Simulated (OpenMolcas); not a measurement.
**Ionisation energies of neon**

| Item | Value |
| --- | --- |
| Program | OpenMolcas 26.06 |
| Basis | ANO-RCC-VQZP [5s4p3d2f1g] |
| Scalar Hamiltonian | DKH2, point nucleus |
| Spin-orbit coupling | RASSI with atomic mean-field integrals over the reference wave functions, term energies averaged over their components |

Active shells in each charge state: the valence s, p shells, with orbitals averaged over the low states. Where CASPT2's correlated closed shells are named, they are those of the first ion.

A. CASSCF
B. SS-CASPT2, IPEA 0.25 Eh, imaginary shift 0.1 Eh (closed shells correlated: 1s)
C. SS-CASPT2, IPEA 0 Eh, imaginary shift 0.1 Eh (closed shells correlated: 1s)
D. SS-CASPT2, IPEA 0.25 Eh, imaginary shift 0.1 Eh (closed shells correlated: none)

Energies in eV between the lowest computed levels, named as in B; reference values from the NIST Atomic Spectra Database with their kind.

```tsv
From	To	A	B	C	D	Spin-orbit share in B	Reference
Ne4+ 2s² 2p² ³P₀	Ne5+ 2s² 2p ²P°_1/2	124.985	126.130	126.164	126.056	-0.010	126.247 (measured)
Ne5+ 2s² 2p ²P°_1/2	Ne6+ 2s² ¹S₀	156.549	157.722	157.753	157.632	+0.103	157.934 (measured)
Ne6+ 2s² ¹S₀	Ne7+ 2s ²S_1/2	207.131	207.196	207.196	207.213	+0.000	207.271 (measured)
Ne7+ 2s ²S_1/2	Ne8+ 1s² ¹S₀	238.970	239.027	239.027	238.970	+0.000	239.097 (semi-empirical)
```

Steps that some method lacks are left out, and so are those with a state whose active s or d shell is doubly occupied in every root (s and p with five to eight electrons, d10) over a frozen core shell of the same l, since the two then mix freely.

Error against the reference values, in %:

```json
{"From": "Ne4+", "Reference": "measured", "A": "-1.0", "B": "-0.1", "C": "-0.1", "D": "-0.2"}
{"From": "Ne5+", "Reference": "measured", "A": "-0.9", "B": "-0.1", "C": "-0.1", "D": "-0.2"}
{"From": "Ne6+", "Reference": "measured", "A": "-0.1", "B": "0", "C": "0", "D": "0"}
{"From": "Ne7+", "Reference": "semi-empirical", "A": "-0.1", "B": "0", "C": "0", "D": "-0.1"}
```

Mean absolute error over the 3 measured values: A 0.93 eV, B 0.13 eV, C 0.11 eV, D 0.18 eV. C lies closest.

° marks odd parity.
